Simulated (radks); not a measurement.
The numbers below are computed, except where a source is named.
Question: Neutral phosphorus, [Ne] 3s2 3p3. Code: a radial shooting solver on a logarithmic mesh with Libxc functionals. Model: non-relativistic Kohn-Sham, LDA (Slater exchange, Perdew-Wang correlation), spin-polarised, spherical densities, point nucleus. Every spin shell is full or empty, so the densities are truly spherical. Functionals are evaluated on that one density, not self-consistently. Rank these orbital-free kinetic functionals by their error against the exact value of the orbitals, and give that value: Thomas-Fermi, von Weizsacker, TF + vW, TF + vW/5, LC94, APBEK, revAPBEK, Perdew 92, Thakkar, Pearson, LKT, PG1, DePristo-Kress, Ernzerhof.

Answer: Exact: 339.244 hartree. From best to worst, with 100 (|E| - |E exact|)/|E exact| (equal figures are ties): Thakkar -0.03, DePristo-Kress +0.05, Ernzerhof +0.12, LC94 +0.16, APBEK +0.29, Perdew 92 -0.51, revAPBEK +0.66, Pearson -1.61, TF + vW/5 +4.97, Thomas-Fermi -7.39, PG1 +25.34, LKT +31.24, von Weizsacker -38.24, TF + vW +54.38.
